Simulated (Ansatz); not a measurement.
The cluster Li3N⁻, relaxed as a doublet with UKS PBE-D4/def2-TZVPD in Ansatz, starting from the GFN1-xTB geometry. Force threshold 0.02 eV/Å.

The highest occupied level of the charge -1 doublet lies above zero (up to 0.96 eV). It is a level of α spin, whose loss leaves a singlet; that state wasn't run at this geometry and level. The electron is either unbound and held by the finite basis, or the level is raised by self-interaction error. The structure comes from a short search, and lower isomers may exist.

Start:

```xyz
4

Li   -0.988    0.651    0.228
Li    1.187    1.254    0.100
Li   -0.746   -1.546   -0.201
N     0.547   -0.359   -0.127
```

| step | energy (eV) | largest force component (eV/Å) | SCF passes |
| --- | --- | --- | --- |
| 1 | -2099.7264 | 1.060 | 60 |
| 2 | -2100.0506 | 0.728 | 48 |
| 3 | -2100.2787 | 0.465 | 53 |
| 4 | -2100.4085 | 0.187 | 50 |
| 5 | -2100.4501 | 0.038 | 43 |
| 6 | -2100.4519 | 0.015 | 38 |
| 7 | -2100.4519 | 0.009 | 34 |

Force components are those of the run's own axes.

End:

Cartesian coordinates in Å:
```
Li -1.435 0.952 0.343
Li 1.577 0.765 -0.020
Li -0.137 -1.724 -0.287
N -0.005 0.007 -0.037
```

By distances, no bond broke or formed, bridged metal pairs apart. The bond that changes most is Li1–N4, from 1.87 to 1.75 Å (atoms count from 1). Metal–metal contacts that move far: Li1–Li3 2.25 to 3.04 Å, Li1–Li2 2.26 to 3.04 Å. The end is the same structure that another start reached, the lowest one found.

The force fell under the threshold at step 6, but the optimiser went on. No frequencies were taken in this run, so the end may be a saddle point.

Hardware: 4 threads of AMD EPYC 7571 on a shared host. Wall time 15 s.
